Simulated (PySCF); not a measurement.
Kr (krypton, neutral) across methods

[Ar] 3d10 4s1 4p6 5s1, high-spin 3S determinant (an excited configuration). Calculation: PySCF 2.14, in aug-cc-pV5Z-PP with ECP10MDF; scalar relativity through the core potential.

```csv
method,E (hartree),mean ε 4p α (eV),mean ε 4p β (eV),mean ε 5s α (eV),Σ⟨r²⟩ (bohr²),⟨S²⟩
B97-3,-462.6922,-16.493,-14.907,-2.481,57.43,2.004
PBE0,-462.6197,-16.397,-14.809,-2.581,57.27,2.002
UHF,-461.19414,-20.718,-17.024,-3.542,58.43,2.009
B3LYP,-462.7312,-15.947,-14.571,-2.473,56.90,2.002
BHandHLYP,-462.4790,-17.886,-15.759,-2.882,57.18,2.004
PBE,-462.6785,-14.643,-13.641,-2.115,57.08,2.001
r2SCAN,-462.5193,-15.315,-14.042,-2.187,57.36,2.002
LDA,-462.0539,-14.698,-13.803,-2.231,56.55,2.000
```

Energies and moments cover only the electrons outside the core potential. The outer electron is Rydberg-like, and this basis confines it to a smaller radius and binds it less than a complete one would.
